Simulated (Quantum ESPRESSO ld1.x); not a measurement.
Task: Successive ionisation energies (eV) of one element, from differences of total energies of ions in their ground configurations, starting at charge 44: 3671.5, 3771.0, 3870.8, 3970.9, 4071.0, 4389.3, 4485.2, 10330.6, 10606.7, 10884.7, 11164.3, 11444.9, 11725.8, 12576.1, 12807.1, 52386, 53319. Method: Dirac Kohn-Sham, PBE, spin-unpolarised, spherical densities, point nucleus; open shells are shared between the two j in proportion to 2j + 1; computed with ld1.x of Quantum ESPRESSO 7.5. Which element is it?

Result: Promethium (Z = 61). The first species listed is Pm44+ in [Ne] 3s2 3p5, the last Pm60+ in 1s1.
